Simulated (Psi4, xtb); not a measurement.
Approach curve of the dimer H6Si2 ··· H4N+ (SMILES [SiH3][SiH3] and [NH4+]) (charge +1). Monomers: optimised at B3LYP-D3(BJ) (def2-TZVP), held rigid. Orientation: lowest of the rigid-body minima from ten starts at GFN2-xTB. The monomers approach along the line of their centres of mass (distance R); nothing else relaxes.

Levels of theory: GFN1-xTB (xtb); SCS-MP2/aug-cc-pVDZ = Psi4 with DF-SCS-MP2/aug-cc-pVDZ, frozen core, counterpoise-corrected; SAPT0/jun-cc-pVDZ, frozen core (Psi4).

Interaction energies in kcal/mol:

```
R / Å  GFN1-xTB  SCS-MP2/aug-cc-pVDZ
-----  --------  -------------------
3.98      -3.42                14.78
4.13      -5.73                 6.19
4.40      -7.12                -1.37
4.57      -6.93                -3.27
4.73      -6.33                -4.01
4.96      -5.18                -4.15
5.24      -3.77                -3.69
5.59      -2.42                -2.91
6.06      -1.38                -2.06
6.78      -0.75                -1.25
7.81      -0.41                -0.67
9.10      -0.22                -0.36
```

Problem. Predict the corresponding SAPT0/jun-cc-pVDZ column.

Solution. 3.98: 15.67; 4.13: 7.48; 4.40: 0.21; 4.57: -1.71; 4.73: -2.58; 4.96: -2.96; 5.24: -2.81; 5.59: -2.34; 6.06: -1.73; 6.78: -1.09; 7.81: -0.61; 9.10: -0.34 (kcal/mol).
